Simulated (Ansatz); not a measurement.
```xyz
2

Li    0.0000    0.0000   -1.2821
Li    0.0000    0.0000    1.2821
```

Basis set: cc-pVTZ (spherical functions). All electrons are correlated. Charge 0, multiplicity 1.

Computed with Ansatz (development build ahead of 0.2.0); each method stands on the lowest determinant of its kind that the runs found. Restricted open shells among the atoms or ions are ROHF, correlated in semicanonical orbitals with singles.

The atomization energy at this shape (free ground-state atoms in the same class of orbitals less the molecule, no zero-point energy) of singlet Li₂:

| method | atomization energy |
| --- | --- |
| RHF-MP2 | 73.0 kJ/mol |

What does RHF give?

12.7 kJ/mol.
